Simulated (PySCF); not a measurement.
ReOI2, quartet: data card

Computed with UPBE0/[Re def2-SVP with ECP60, O def2-SVP, I def2-SVP with ECP28], scalar-relativistic core potentials, density fitting, no spin–orbit coupling, PySCF.

The structure is a minimum.

```xyz
4
charge 0 multiplicity 4, angstrom
Re    0.0000    0.0000    0.5389
O     0.0000    0.0000    2.2420
I     2.3603    0.0000   -0.5381
I    -2.3603    0.0000   -0.5381
```

| Property | Result |
| --- | --- |
| Point group | C2v |
| Bond lengths | Re–I 2.594 Å (×2), Re–O 1.703 Å |
| Bond angles | I–Re–I 130.9°, I–Re–O 114.5° (×2) |
| Zero-point energy | 10.4 kJ/mol |
| Enthalpy at 298.15 K above 0 K | 18.66 kJ/mol |
| Lowest empty level (β) | -3.76 eV |
| Rotational constants | 0.08098, 0.01192, 0.01039 cm⁻¹ |
| Atomisation energy without zero-point energy | 1058 kJ/mol |
| Rotational symmetry number | 2 |
| Dipole moment | 1.53 D |
| Entropy at 298.15 K and 1 bar (electronic part: spin only) | 387.8 J/(mol K) |
| Highest occupied level (α) | -6.54 eV |
| Spin squared ⟨S²⟩ | 3.771 |
| Principal quadrupole moments (Buckingham, traceless) about the centre of mass | -6.88, 2.34, 4.54 D Å |
| Heat capacity Cp at 298.15 K | 74.2 J/(mol K) |
| Principal polarisabilities | 58.9, 80.9, 150.9 bohr³ |

Harmonic modes (masses in u: Re 186.956, O 15.995, I 126.904):
```csv
symmetry,ω (cm⁻¹),IR (km/mol),μ (u)
a1,53,0.0,115.14
b1,58,6.1,25.86
b2,174,4.6,21.37
a1,189,1.8,122.21
b2,263,27.0,56.89
a1,1010,114,17.24
```

In C2v the vibrations span 3a1 + b1 + 2b2. Here b1 is antisymmetric to the molecular plane and b2 lies in it.

Charges (e):
| atom | Mulliken | Löwdin | polar tensor | spin (Mulliken) | Mayer order to Re1 |
| --- | --- | --- | --- | --- | --- |
| Re1 | 0.61 | -0.29 | 1.28 | 2.71 | – |
| O2 | -0.30 | -0.09 | -0.55 | 0.16 | 2.07 |
| I3,4 | -0.16 | 0.19 | -0.36 | 0.07 | 1.17 |

Mulliken populations on Re1 (electrons outside its core potential): s 2.67, p 6.35, d 5.30, f 0.08.

Outer orbital energies (eV). α occupied: -10.24, -9.38, -9.09, -8.82, -8.46, -8.25, -7.39, -6.54; empty: -3.01, -2.93, -0.16, -0.11. β occupied: -11.65, -10.85, -10.57, -9.37, -8.73, -8.61, -8.36, -8.26; empty: -3.76, -3.76, -2.24, -2.19.

Formally Re is in oxidation state +4, d3, with 3 unpaired electrons (the high-spin count). The Mulliken spin on Re is 2.71. The polar-tensor charge on Re, 1.28, is far below the formal one.

This need not be the most stable arrangement of these atoms. With open d or f shells other occupations or spin states may lie lower. At this level a doublet minimum of C2v symmetry lies 34 kJ/mol below this structure. Spin–orbit coupling, left out here, can matter for elements this heavy.

The final relaxation and frequency run took about 3 core-minutes on a shared host.
